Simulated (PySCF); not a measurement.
**Radial density of F⁺ (fluorine, charge +1)**

UHF, [He] 2s1 2p5, high-spin 3P determinant (an excited configuration). Computed with PySCF 2.14 in aug-cc-pVQZ, with the non-relativistic Hamiltonian (point nucleus).

```csv
r (bohr),4πr²ρ (e/bohr),4πr²(ρα − ρβ)
0.00279,0.04081,0.0013
0.00469,0.1114,0.0034
0.00790,0.2978,0.0092
0.0133,0.7645,0.0234
0.0223,1.840,0.0560
0.0376,3.966,0.1186
0.0632,7.127,0.2047
0.106,9.514,0.2482
0.179,8.041,0.2063
0.301,4.625,0.5222
0.506,5.032,1.7379
0.851,5.405,2.0961
1.43,2.202,0.6460
2.41,0.2258,0.0079
4.05,0.004182,-0.0012
```
